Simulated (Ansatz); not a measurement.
Computed with Ansatz on PBE0-D4/def2-TZVP structures; ΔE is electronic, products minus reactants. CCSD(T)/CBS adds triple-zeta CCSD(T) − MP2 to the extrapolated MP2 energy (def2 sets, frozen cores). Functionals use def2-TZVPP. B3LYP here is the variant with VWN-RPA as its local correlation; programs differ in this. For Ge outer-core shells are correlated without core-valence functions, which leaves a few kJ/mol of doubt a bond. Scalar relativity is left out up to krypton. Each species was taken in one conformer, which may not be the lowest.

Consider the redistribution: `C[O][Ge]([OH])([SiH3])[Cl]` + `O[SiH2]N[SiH2]Cl` → `O[SiH2]N[SiH2][SiH3]` + `C[O][Ge]([OH])([Cl])[Cl]`.

`C[O][Ge]([OH])([SiH3])[Cl]`:

```xyz
13

C    -2.021    0.332   -0.697
O    -1.286   -0.650    0.001
Ge    0.479   -0.707   -0.087
O     0.905   -2.273    0.590
Si    1.665    1.031    1.029
Cl    0.970   -0.669   -2.203
H    -3.081    0.134   -0.525
H    -1.828    0.296   -1.774
H    -1.799    1.344   -0.336
H     0.317   -2.971    0.286
H     3.112    0.846    0.772
H     1.199    2.322    0.464
H     1.368    0.965    2.480
```

`O[SiH2]N[SiH2]Cl`:

```xyz
11

O    -0.884   -1.674   -1.749
Si   -0.056   -1.324   -0.375
N     0.513    0.307   -0.326
Si    0.156    1.499    0.846
Cl    1.448    1.473    2.453
H    -1.675   -1.166   -1.936
H    -0.902   -1.464    0.837
H     1.066   -2.286   -0.393
H     1.244    0.544   -0.984
H     0.285    2.845    0.244
H    -1.197    1.245    1.383
```

`O[SiH2]N[SiH2][SiH3]`:

Cartesian coordinates in Å:
```
O 1.759 1.682 -1.490
Si 0.171 1.399 -1.170
N -0.217 1.272 0.498
Si -0.560 -0.144 1.435
Si -0.298 -2.091 0.158
H 2.394 1.020 -1.211
H -0.268 0.113 -1.772
H -0.512 2.564 -1.775
H -0.195 2.139 1.019
H 0.364 -0.230 2.604
H -1.941 -0.110 1.997
H 1.037 -2.120 -0.502
H -1.350 -2.244 -0.881
H -0.381 -3.249 1.090
```

`C[O][Ge]([OH])([Cl])[Cl]`:

```xyz
10

C    -1.447    0.513   -0.599
O    -0.196    0.768    0.018
Ge    0.924   -0.530    0.358
O     2.318    0.206    1.104
Cl    1.480   -1.542   -1.428
Cl    0.057   -1.967    1.662
H    -1.959    1.470   -0.695
H    -1.320    0.079   -1.595
H    -2.064   -0.157    0.008
H     2.207    1.160    1.166
```

Q: Is it downhill or uphill in electronic energy at CCSD(T)/CBS, and by how much? (An estimate is asked.)

A: Ansatz gave: Uphill: ΔE = +0.67 eV.

Q: What do these levels give: PBE-D4, r2SCAN-D4, PBE0-D4, B3LYP-D4, ωB97M-V, B2PLYP, r2SCAN, HF/def2-TZVPP, MP2/def2-TZVPP, CCSD/def2-TZVPP, MP2/def2-QZVPP, CCSD/CBS(def2)? (Best estimate.)

A: Computed: PBE-D4 0.60, r2SCAN-D4 0.62, PBE0-D4 0.59, B3LYP-D4 0.66, ωB97M-V 0.66, B2PLYP 0.68, r2SCAN 0.63, HF/def2-TZVPP 0.65, MP2/def2-TZVPP 0.65, CCSD/def2-TZVPP 0.61, MP2/def2-QZVPP 0.69, CCSD/CBS(def2) 0.68 eV.

Largest T1 diagnostic among the species: 0.012.

The D4 term adds −0.05 eV with B3LYP and −0.02 eV with PBE0; it sums over pairs of atoms, weighted by their polarisabilities, and B3LYP, whose exchange is more repulsive, gets the larger term.
